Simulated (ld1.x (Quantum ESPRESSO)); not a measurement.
## I: variants of one TM potential

Base potential:

* Element: iodine (I)
* Generator: ld1.x (Quantum ESPRESSO) 7.5
* Type: norm-conserving Troullier–Martins (Kleinman–Bylander form)
* Functional: PBE
* Relativity: scalar-relativistic
* Frozen core: [Kr] 4d10
* Valence charge: 7
* Reference configuration: 5s1.5 5p5.5
* Partial waves: 5p (bound): rc 1.85 bohr; 5d channel at 0.3 Ry: rc 1.75 bohr; 5s (bound): rc 1.25 bohr
* Local potential: the s channel
* Core correction: none

Cutoffs, loose and tight: the cutoffs (Ry, on a coarse ladder) from which the occupation-weighted sum of valence levels, in a spherical-Bessel basis at the reference potential, stays within 10 and 1 mRy of its value at 400 Ry. They do not see the model core or the augmentation charge, which bear on the density cutoff. Test errors are all-electron minus pseudo excitation energies from the reference, over the configurations 5s2 5p5; 5s2 5p4; 5s2 5p3; 5s2 5p4.5; 5s2 5p2; 5s2 5p5.3; 5s2 5p1. A dash means not determined; rows that change the core or the reference have their own tests.

A true bound ghost makes a file unfit for plane-wave use even where its test errors are small: the radial tests pick states by their node count and pass the ghost by.

```csv
change,outcome,"cutoff, loose","cutoff, tight",bound ghosts,largest test error (meV)
base,generated,120 Ry,230 Ry,"p, d",+148
wave 5d channel at 0.3 Ry: rc 1.75 bohr becomes 5d channel at 0.47 Ry: rc 1.75 bohr,generated,120 Ry,230 Ry,"p, d",+148
"type PAW; waves now 5s (bound): rcut 1.10, rcutus 1.25 bohr; 5s channel at -1 Ry: rcut 1.10, rcutus 1.25 bohr; 5p (bound): rcut 1.60, rcutus 1.85 bohr; 5p channel at 1.4 Ry: rcut 1.60, rcutus 1.85 bohr; 5d channel at 0.3 Ry: rcut 1.50, rcutus 1.75 bohr; 5d channel at 1.3 Ry: rcut 1.50, rcutus 1.75 bohr; local potential all-electron potential smoothed inside 1.30 bohr (lloc = -1); core correction a·sin(br)/r model core, default radius (ld1.x builds one for every PAW set, though the input has nlcc=.false.); augmentation PSQ, inside the norm-conserving radii",failed: new_paw_hamiltonian: negative rho,–,–,–,–
wave 5s (bound): rc 1.25 bohr becomes 5s (bound): rc 0.76 bohr,failed: run_pseudo: Errors in PS-KS equation,–,–,–,–
local potential all-electron potential smoothed inside 0.95 bohr (lloc = -1),generated,120 Ry,230 Ry,"s, p, d",-13
wave 5d channel at 0.3 Ry: rc 1.75 bohr becomes 5d channel at 0.3 Ry: rc 1.20 bohr,generated,120 Ry,230 Ry,p,+148
"core [Kr], valence charge 17; reference 4d10 5s1 5p6; waves now 5p (bound): rc 2.00 bohr; 4d (bound): rc 1.50 bohr; 4f channel at -0.05 Ry: rc 2.10 bohr; 5s (bound): rc 1.55 bohr; core correction a·sin(br)/r model core, default radius (core density twice the valence density)",generated,100 Ry,180 Ry,none,-443
reference 5s2 5p5,generated,140 Ry,230 Ry,"p, d",+127
functional PBEsol,generated,120 Ry,230 Ry,"p, d",+172
wave 5p (bound): rc 1.85 bohr becomes 5p (bound): rc 2.66 bohr,generated,120 Ry,230 Ry,"p, d",+111
reference 5s2 5p2,generated,140 Ry,230 Ry,"p, d",+91
wave 5s (bound): rc 1.25 bohr becomes 5s (bound): rc 1.50 bohr,generated,35 Ry,80 Ry,d,-67
```
